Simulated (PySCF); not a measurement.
A structure optimised at PBE-D3(BJ)/def2-SVP, used in a PySCF frequency run:

```xyz
10

C      1.2485    -1.2077     0.0000
C     -0.2014    -0.7974     0.0000
O     -1.1490    -1.5609     0.0000
C     -0.4540     0.7282     0.0000
F      0.1297     1.2810    -1.1068
F      0.1297     1.2810     1.1068
H      1.3348    -2.3084     0.0000
H      1.7538    -0.7760     0.8883
H      1.7538    -0.7760    -0.8883
H     -1.5443     0.9508     0.0000
```

### Question
Write its SMILES, formula and point group.

### Answer
CC(=O)C(F)F, C3H4F2O, Cs

### Question
What are its rotational constants (standard atomic weights)?

### Answer
4.9937, 2.6760, 2.6079 GHz
